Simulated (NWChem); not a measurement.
CH₄CdOS; SMILES C[S][Cd][OH]

```xyz
8

Cd    -0.0793     0.5717     0.0017
O      0.3202     2.4992    -0.0822
H      0.4134     2.8811     0.7980
S     -0.5985    -1.7024    -0.0112
C      1.0476    -2.4981    -0.0051
H      1.6371    -2.2484    -0.8980
H      0.8616    -3.5816    -0.0112
H      1.6254    -2.2566     0.8976
```
Atoms are numbered in this order, from 1.

Results from NWChem. All runs use the structure optimised with PBE0/def2-SVP. def2 effective core potentials on Cd; no spin-orbit coupling.

For level MPW1K/def2-SVP:

highest occupied level (eV): -7.49
orbital gap (eV): 6.92
dipole (D): 2.05

Problem. What are these values for level PW91/def2-SVP?

Solution. The highest occupied level (eV) comes out as -5.44 and the orbital gap (eV) is 3.39. The dipole (D) is 1.89.
